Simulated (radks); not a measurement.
Problem. Species: Ba3.5+. Configuration: [Kr] 4d10 5s2 5p(up 2.5, down 2) (fractional occupations, a model configuration). Calculated with a radial shooting solver on a logarithmic mesh with Libxc functionals: scalar-relativistic Kohn-Sham, PBE, spin-polarised, spherical densities, finite nucleus; Fermi nuclear charge, rms radius 4.8378 fm. Some entries of the table are withheld. Estimate them.

| orbital | occ. | eigenvalue (hartree) | r(max) (bohr) |
|---|---|---|---|
| 1s up | 1 | -1370.380 | 0.01643 |
| 1s down | 1 | -1370.379 | 0.01643 |
| 2s up | 1 | -217.6311 | 0.09288 |
| 2s down | 1 | -217.6306 | 0.09288 |
| 2p up | 3 | -195.2886 | 0.07463 |
| 2p down | 3 | -195.2877 | 0.07463 |
| 3s up | 1 | -46.89414 | 0.2663 |
| 3s down | 1 | -46.89320 | 0.2663 |
| 3p up | 3 | -39.73010 | 0.2606 |
| 3p down | 3 | -39.72902 | 0.2606 |
| 3d up | 5 | -29.32338 | 0.2151 |
| 3d down | 5 | -29.32234 | 0.2151 |
| 4s up | 1 | -10.16230 | 0.6249 |
| 4s down | 1 | -10.16017 | 0.6249 |
| 4p up | 3 | (1) | 0.6534 |
| 4p down | 3 | (2) | 0.6535 |
| 4d up | 5 | -4.49007 | 0.6947 |
| 4d down | 5 | -4.48710 | 0.6947 |
| 5s up | 1 | -2.35864 | 1.454 |
| 5s down | 1 | -2.34227 | 1.452 |
| 5p up | 2.5 | -1.77186 | 1.628 |
| 5p down | 2 | -1.75499 | 1.627 |

Solution. 
(1) 4p up eigenvalue (hartree): -7.84988
(2) 4p down eigenvalue (hartree): -7.84769
